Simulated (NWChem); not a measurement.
System: AlSiH₄O₂Cl; SMILES [OH][Al]([Cl])[O][SiH3]

The following NWChem deck was run.

```
start job
memory heap 200 mb stack 900 mb global 1100 mb
geometry units angstroms noautosym nocenter noautoz
  Al    -0.457304     0.702442     0.001787
  Cl     1.186883     1.983408     0.008440
  O     -1.984693     1.418379    -0.004558
  H     -2.820524     0.950140    -0.009986
  O     -0.233209    -0.967055     0.003254
  Si     0.304122    -2.526927     0.001955
  H     -0.737165    -3.415361    -0.596608
  H      0.574909    -2.976831     1.400590
  H      1.558876    -2.649639    -0.799629
end
basis spherical
  * library 6-31g*
end
dft
  xc hfexch
  iterations 150
  mulliken
end
task dft energy
esp
  recalculate
  probe 0.07
  range 0.3
  factor 1.0
  spacing 0.02
end
task esp
```

Excerpt of the output:

```
             Northwest Computational Chemistry Package (NWChem) 7.3.0
             --------------------------------------------------------

                             Geometry "geometry" -> ""
                             -------------------------

 Output coordinates in angstroms (scale by  1.889725989 to convert to a.u.)

  No.       Tag          Charge          X              Y              Z
 ---- ---------------- ---------- -------------- -------------- --------------
    1 Al                  13.0000    -0.45730400     0.70244200     0.00178700
    2 Cl                  17.0000     1.18688300     1.98340800     0.00844000
    3 O                    8.0000    -1.98469300     1.41837900    -0.00455800
    4 H                    1.0000    -2.82052400     0.95014000    -0.00998600
    5 O                    8.0000    -0.23320900    -0.96705500     0.00325400
    6 Si                  14.0000     0.30412200    -2.52692700     0.00195500
    7 H                    1.0000    -0.73716500    -3.41536100    -0.59660800
    8 H                    1.0000     0.57490900    -2.97683100     1.40059000
    9 H                    1.0000     1.55887600    -2.64963900    -0.79962900

 Effective nuclear repulsion energy (a.u.)     328.3452233292

  xc_inp: hfexch multiplicative factor not found.

                                 NWChem DFT Module
                                 -----------------

 Summary of "ao basis" -> "ao basis" (spherical)
 ------------------------------------------------------------------------------
       Tag                 Description            Shells   Functions and Types
 ---------------- ------------------------------  ------  ---------------------
 Al                          6-31g*                  8       18   4s3p1d
 Cl                          6-31g*                  8       18   4s3p1d
 O                           6-31g*                  6       14   3s2p1d
 H                           6-31g*                  2        2   2s
 Si                          6-31g*                  8       18   4s3p1d

            General Information
            -------------------
          SCF calculation type: DFT
          Wavefunction type:  closed shell.
          No. of atoms     :     9
          No. of electrons :    64
           Alpha electrons :    32
            Beta electrons :    32
          Charge           :     0
          Spin multiplicity:     1
          Use of symmetry is: off; symmetry adaption is: off
          Maximum number of iterations: 150
          AO basis - number of functions:    90
                     number of shells:    44
          Convergence on energy requested:  1.00D-06
          Convergence on density requested:  1.00D-05
          Convergence on gradient requested:  5.00D-04

              XC Information
              --------------
                     Hartree-Fock (Exact) Exchange  1.000

      Superposition of Atomic Density Guess
      -------------------------------------

 Sum of atomic energies:       -1141.62817556

      Non-variational initial energy
      ------------------------------

 Total energy =   -1142.763013
 1-e energy   =   -2234.209569
 2-e energy   =     763.101333
 HOMO         =      -0.398398
 LUMO         =      -0.053380

     ---------------------------------------------
      Total Density - Mulliken Population Analysis
     ---------------------------------------------

    Atom       Charge   Shell Charges
 -----------   ------   -------------------------------------------------------
    1 Al  13    11.46   2.00  2.00  5.97  0.52  0.59  0.06  0.09  0.22
    2 Cl  17    17.41   2.00  2.00  5.98  1.38  3.71  0.55  1.78  0.01
    3 O    8     9.12   2.00  0.93  3.19  0.91  2.08  0.01
    4 H    1     0.44   0.35  0.08
    5 O    8     9.08   2.00  0.93  3.23  0.89  2.03  0.01
    6 Si  14    13.26   2.00  2.00  5.97  0.93  1.51  0.29  0.39  0.18
    7 H    1     1.08   0.47  0.60
    8 H    1     1.08   0.47  0.60
    9 H    1     1.08   0.47  0.60

   convergence    iter        energy       DeltaE   RMS-Dens  Diis-err
 ---------------- ----- ----------------- --------- --------- ---------
 d= 0,ls=0.0,diis     1  -1142.4651655874 -1.47D+03  8.80D-03  9.98D-01
 d= 0,ls=0.0,diis     2  -1142.5438456659 -7.87D-02  3.09D-03  3.79D-01
 d= 0,ls=0.0,diis     3  -1142.5795048377 -3.57D-02  8.61D-04  4.95D-03
 d= 0,ls=0.0,diis     4  -1142.5804679205 -9.63D-04  2.06D-04  2.78D-04
 d= 0,ls=0.0,diis     5  -1142.5805209533 -5.30D-05  5.73D-05  3.38D-05
  Resetting Diis
 d= 0,ls=0.0,diis     6  -1142.5805266273 -5.67D-06  2.16D-05  3.82D-06
 d= 0,ls=0.0,diis     7  -1142.5805274386 -8.11D-07  5.74D-06  2.42D-07

         Total DFT energy =    -1142.580527438551
      One electron energy =    -2238.322383173512
           Coulomb energy =      851.680080273136
    Exchange-Corr. energy =      -84.283447867360
 Nuclear repulsion energy =      328.345223329186

 Numeric. integr. density =        0.000000000000

                       DFT Final Molecular Orbital Analysis
                       ------------------------------------

 Vector   30  Occ=2.000000D+00  E=-4.684125D-01
              MO Center=  9.3D-01,  7.0D-01, -9.6D-02, r^2= 5.8D+00
   Bfn.  Coefficient  Atom+Function         Bfn.  Coefficient  Atom+Function
  ----- ------------  ---------------      ----- ------------  ---------------
    27      0.401848  2 Cl pz                26      0.308919  2 Cl py
    25     -0.294083  2 Cl px                31      0.236196  2 Cl pz
    90      0.190905  9 H  s                 30      0.177384  2 Cl py
    29     -0.162687  2 Cl px                23     -0.156500  2 Cl pz
    73      0.156881  6 Si px                89      0.138860  9 H  s

 Vector   31  Occ=2.000000D+00  E=-4.595852D-01
              MO Center=  5.2D-01, -1.6D+00,  3.2D-01, r^2= 5.2D+00
   Bfn.  Coefficient  Atom+Function         Bfn.  Coefficient  Atom+Function
  ----- ------------  ---------------      ----- ------------  ---------------
    88      0.320468  8 H  s                 57     -0.295792  5 O  pz
    27      0.291175  2 Cl pz                75      0.281485  6 Si pz
    61     -0.269730  5 O  pz                87      0.220912  8 H  s
    90     -0.195455  9 H  s                 31      0.177241  2 Cl pz
    89     -0.134948  9 H  s                 86     -0.124752  7 H  s

 Vector   32  Occ=2.000000D+00  E=-4.540891D-01
              MO Center=  4.4D-01, -7.3D-01, -2.1D-01, r^2= 6.8D+00
   Bfn.  Coefficient  Atom+Function         Bfn.  Coefficient  Atom+Function
  ----- ------------  ---------------      ----- ------------  ---------------
    26      0.381341  2 Cl py                55      0.280396  5 O  px
    59      0.255598  5 O  px                86      0.248744  7 H  s
    30      0.214460  2 Cl py                73     -0.214018  6 Si px
    90     -0.213128  9 H  s                 25     -0.202240  2 Cl px
    85      0.172863  7 H  s                 22     -0.147811  2 Cl py

 Vector   33  Occ=0.000000D+00  E= 8.361049D-02
              MO Center= -5.0D-01,  3.5D-01, -4.2D-03, r^2= 6.0D+00
   Bfn.  Coefficient  Atom+Function         Bfn.  Coefficient  Atom+Function
  ----- ------------  ---------------      ----- ------------  ---------------
    10      1.431101  1 Al s                 58     -0.468634  5 O  s
    28     -0.415506  2 Cl s                 42     -0.382674  3 O  s
    29      0.230270  2 Cl px                78      0.188541  6 Si py
    30      0.185502  2 Cl py                 2     -0.171186  1 Al s
    76     -0.131686  6 Si s                 77     -0.130325  6 Si px

 Vector   34  Occ=0.000000D+00  E= 1.054202D-01
              MO Center= -4.9D-01,  7.0D-01,  9.0D-03, r^2= 5.7D+00
   Bfn.  Coefficient  Atom+Function         Bfn.  Coefficient  Atom+Function
  ----- ------------  ---------------      ----- ------------  ---------------
    13      0.981856  1 Al pz                31     -0.263935  2 Cl pz
     9      0.235629  1 Al pz                45     -0.230363  3 O  pz
    61     -0.200768  5 O  pz                27     -0.167895  2 Cl pz
    41     -0.159734  3 O  pz                57     -0.137312  5 O  pz
     5     -0.108550  1 Al pz                79     -0.073548  6 Si pz

 Vector   35  Occ=0.000000D+00  E= 1.531845D-01
              MO Center=  1.4D-01, -2.0D+00,  2.7D-03, r^2= 8.7D+00
   Bfn.  Coefficient  Atom+Function         Bfn.  Coefficient  Atom+Function
  ----- ------------  ---------------      ----- ------------  ---------------
    78      1.170037  6 Si py                10     -0.856022  1 Al s
    58     -0.500951  5 O  s                 77     -0.360105  6 Si px
    86      0.325525  7 H  s                 42      0.320363  3 O  s
    88      0.304948  8 H  s                 90      0.291858  9 H  s
    28      0.236622  2 Cl s                 12     -0.212258  1 Al py

     ---------------------------------------------
      Total Density - Mulliken Population Analysis
     ---------------------------------------------

    Atom       Charge   Shell Charges
 -----------   ------   -------------------------------------------------------
    1 Al  13    11.71   2.00  2.00  5.98  0.46  0.85 -0.02  0.09  0.35
    2 Cl  17    17.35   2.00  2.00  5.98  1.34  3.61  0.60  1.81  0.01
    3 O    8     8.93   2.00  0.87  2.91  0.98  2.15  0.02
    4 H    1     0.52   0.45  0.07
    5 O    8     8.94   2.00  0.86  2.93  0.97  2.17  0.01
    6 Si  14    13.04   2.00  2.00  5.98  0.87  1.65  0.14  0.14  0.27
    7 H    1     1.17   0.50  0.67
    8 H    1     1.17   0.50  0.67
    9 H    1     1.17   0.50  0.66

     -------------------------------------------
      Total Density - Lowdin Population Analysis
     -------------------------------------------

    Atom       Charge   Shell Charges
 -----------   ------   -------------------------------------------------------
    1 Al  13    12.39   2.00  1.96  5.90  0.39  0.97  0.16  0.39  0.62
    2 Cl  17    17.16   2.00  2.00  5.92  1.13  3.35  0.65  2.11  0.01
    3 O    8     8.57   1.99  0.84  2.78  0.70  2.23  0.02
    4 H    1     0.65   0.43  0.21
    5 O    8     8.54   1.99  0.81  2.81  0.67  2.24  0.01
    6 Si  14    13.43   2.00  1.98  5.89  0.61  1.53  0.36  0.71  0.37
    7 H    1     1.09   0.51  0.58
    8 H    1     1.09   0.51  0.58
    9 H    1     1.09   0.51  0.58

     Multipole analysis of the density
     ---------------------------------

     L   x y z        total         alpha         beta         nuclear
     -   - - -        -----         -----         ----         -------
     0   0 0 0     -0.000000    -32.000000    -32.000000     64.000000

     1   1 0 0     -0.686068      0.296972      0.296972     -1.280012
     1   0 1 0     -0.864462     -3.258888     -3.258888      5.653314
     1   0 0 1     -0.004541     -0.170471     -0.170471      0.336401

     2   2 0 0    -36.252058   -145.198404   -145.198404    254.144751
     2   1 1 0     -0.223573      2.809161      2.809161     -5.841895
     2   1 0 1     -0.005160     -0.468509     -0.468509      0.931858
     2   0 2 0    -43.057405   -404.903004   -404.903004    766.748604
     2   0 1 1     -0.013187     -0.242987     -0.242987      0.472786
     2   0 0 2    -35.473856    -23.019705    -23.019705     10.565553

                     NWChem Electrostatic Potential Fit Module
                     -----------------------------------------

 Atom parameters

 Number of atoms is                                    9
 Number of basis functions is                         90

 Grid parameters

 Maximum number of grid points is                  44137
 Number of grid points is                          44136
 Grid range                                     0.300000 nm
 Grid spacing                                   0.020000 nm
 Probe radius                                   0.070000 nm
 Atom radius factor                             1.000000

 Atomic radii

    1    0.100000
    8    0.136000
   13    0.195000
   14    0.187000
   17    0.169000
 FASTESP  F
  using M.O. file = ./job.movecs

    Atom              Coordinates                           Charge

                                                  ESP

    1 Al   -0.045730    0.070244    0.000179    1.290749
    2 Cl    0.118688    0.198341    0.000844   -0.389609
    3 O    -0.198469    0.141838   -0.000456   -0.909442
    4 H    -0.282052    0.095014   -0.000999    0.452518
    5 O    -0.023321   -0.096706    0.000325   -0.716668
    6 Si    0.030412   -0.252693    0.000196    0.733847
    7 H    -0.073717   -0.341536   -0.059661   -0.151124
    8 H     0.057491   -0.297683    0.140059   -0.151973
    9 H     0.155888   -0.264964   -0.079963   -0.158300
                                            ------------
                                               -0.000000

 Dipole moment                                  1.159500

 Quadrupole moment Qxx                          2.646498
                   Qyy                        -12.984940
                   Qzz                         10.338442

 RMS deviation kJ/mol                           0.058161

 RRMS %                                        25.299008
```

Level: Hartree-Fock/6-31G* (spherical d). Structure relaxed at the PBE0/def2-SVP level.
